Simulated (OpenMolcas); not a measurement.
Sm2+ among 6 point charges of -2 e arranged as a tetragonal octahedron (D4h), 2.41 Å from the ion, with the axial distance 2.265 Å. The active orbitals were held to one l.
```
   2.4100    0.0000    0.0000  -2.00
   0.0000    2.4100    0.0000  -2.00
  -2.4100    0.0000    0.0000  -2.00
   0.0000   -2.4100    0.0000  -2.00
   0.0000    0.0000    2.2654  -2.00
   0.0000    0.0000   -2.2654  -2.00
```

```
Program             : OpenMolcas
Method              : CASSCF
Basis               : ANO-RCC-VTZP [8s7p5d3f2g1h]
Scalar Hamiltonian  : DKH2, point nucleus
Active space        : 6 electrons in 7 orbitals (4f)
State averaging     : 2S+1 = 7 even, 7 roots; 2S+1 = 5 even, 88 roots kept (CI in the orbitals of an earlier block, 84 in the spin-orbit step); 2S+1 = 3 even, 91 roots kept (CI in the orbitals of an earlier block, 79 in the spin-orbit step); 2S+1 = 1 even, 2 roots kept (CI in the orbitals of an earlier block, 0 in the spin-orbit step)
Spin-orbit coupling : state interaction with AMFI integrals over the reference wave functions
```

Q: What is the spin-free ground state (labels of D4, the rotations of D4h)?

A: 7A2, 1-fold in its orbital part, 100 % from free-ion F terms; it has the highest spin that f6 allows.

Q: Where is the first state of the same spin?

A: 7E at 595 cm-1 above the ground state.

Q: What are the lowest two levels with spin-orbit coupling?

A: A 1-fold level A1, then a 2-fold level E 145.8 cm-1 above it. Their leading multiplicities are 7 (97 %) and 7 (97 %).

Q: What is χT at 300 K, and how does it compare with the textbook value?

A: Hund's rules give f6 a J = 0 ground level with no moment of its own; the computed χT of 1.882 cm3 K/mol at 300 K comes from higher levels.

High states are left out of the spin-orbit mixing, which shifts the levels that they would mix with. This is an electrostatic model: the charges have no orbitals. The first state left out of the spin-orbit step lies near 44000 cm-1 above the lowest spin-free state of the reference (among the parities and spins computed), and the lists stop at four fifths of that energy or lower. No measured value stands beside these numbers.
